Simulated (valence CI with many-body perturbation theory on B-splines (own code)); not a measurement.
## Which ion has this spectrum?

A relativistic CI+MBPT calculation for an atom or ion with 5 electrons gives these levels (eV):

```
  J  Parity       E     g
1/2     odd     0.0  0.64
1/2    even   187.3  2.12
3/2     odd   529.3  1.31
3/2    even   659.9  1.64
5/2    even   694.4  1.34
1/2    even   749.1  1.24
3/2    even   750.0  0.97
3/2     odd   948.2  1.34
5/2    even  1207.3  1.41
1/2    even  1289.4  1.90
3/2    even  1290.4  1.18
3/2     odd  1441.6  1.44
5/2     odd  1462.5  1.18
1/2     odd  1505.2  0.64
```

The energies are calculated, and their last digits are not significant.

(1) Which is it?
A. Pr54+
B. Pm56+
C. Nd55+
D. La52+

Results:

(1) A. Pr54+, ground level (2s^2 2p1/2) J=1/2.
